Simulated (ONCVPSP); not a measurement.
# Before and after: ONCV potential for gold

Au, optimised norm-conserving Vanderbilt (ONCV), made with ONCVPSP 4.0.1 (PBEsol, scalar-relativistic). Core [Kr] 4d10 4f14, reference 5s2 5p6 5d10 6s0.5 6p0.5. Waves: 5s+6s: rc 1.80 bohr, ncon 3, nbas 6, qcut 6.7 1/bohr, 3 projectors, debl 0.7 Ha; 5p+6p: rc 2.10 bohr, ncon 3, nbas 6, qcut 5.7 1/bohr, 3 projectors, debl 3.8 Ha; 5d: rc 2.05 bohr, ncon 4, nbas 8, qcut 8.3 1/bohr, 2 projectors, debl 2.3 Ha. Local part: polynomial inside 1.55 bohr (lpopt 4, dvloc0 0 Ha). Core correction: none.

All-electron outer shells of the reference configuration (PBEsol, scalar-relativistic, ld1.x):

```tsv
shell	level (eV)	outermost node (bohr)	outermost maximum (bohr)
4d	-326.91	0.20	0.41
5s	-109.61	0.48	0.84
4f	-82.35	–	0.37
5p	-60.99	0.52	0.96
5d	-8.05	0.56	1.21
6s	-6.67	1.11	2.29
6p	-1.32	1.32	3.47
```

Change: core correction polynomial model core, fcfact 0.75.

Cutoffs: the cutoffs (Ha) at which the residual kinetic energy of the hardest occupied pseudo-wave falls to 1 and 0.1 mHa per electron; they do not see the model core or the augmentation charge, which bear on the density cutoff. Errors are all-electron minus pseudo energies relative to the spin-unpolarised reference configuration.

Q: Predict the effect on cutoff, ghosts and configuration errors.

A: The potential gets neither clearly harder nor softer (21 Ha and 25 Ha → 21 Ha and 25 Ha); of the 3 tests that both files solve, the error grows in 2 and shrinks in 1 by more than 15 % and 0.3 meV (median size 2.9 → 3.5 meV); neither file shows a bound ghost. A model core, the more so a compact one, raises the density cutoff, which this test does not measure.

```tsv
quantity	base	changed
cutoff, loose	21 Ha	21 Ha
cutoff, tight	25 Ha	25 Ha
bound ghosts	none	none
GHOST(+) flags under 300 eV	none	none
largest miss of a reference level, eV	0.06	0.06
tests with a reliable result	3 of 4	3 of 4
error for 5s2 5p6 5d10 6s1 6p0, meV [ΔE -2.61 eV]	+0.4	+0.1
error for 5s2 5p6 5d10 6s0 6p0, meV [ΔE 6.83 eV]	-2.9	-3.5
error for 5s1 5p6 5d10 6s1 6p0, meV [ΔE 112.71 eV]	-707	-879
s: phases at 1.83 bohr within 0.05 rad from the reference energy up to (Ha; the scan ends near 5)	to the end of the scan	to the end of the scan
p: phases at 2.14 bohr within 0.05 rad from the reference energy up to (Ha; the scan ends near 5)	to the end of the scan	to the end of the scan
d: phases at 2.09 bohr within 0.05 rad from the reference energy up to (Ha; the scan ends near 5)	to the end of the scan	to the end of the scan
```
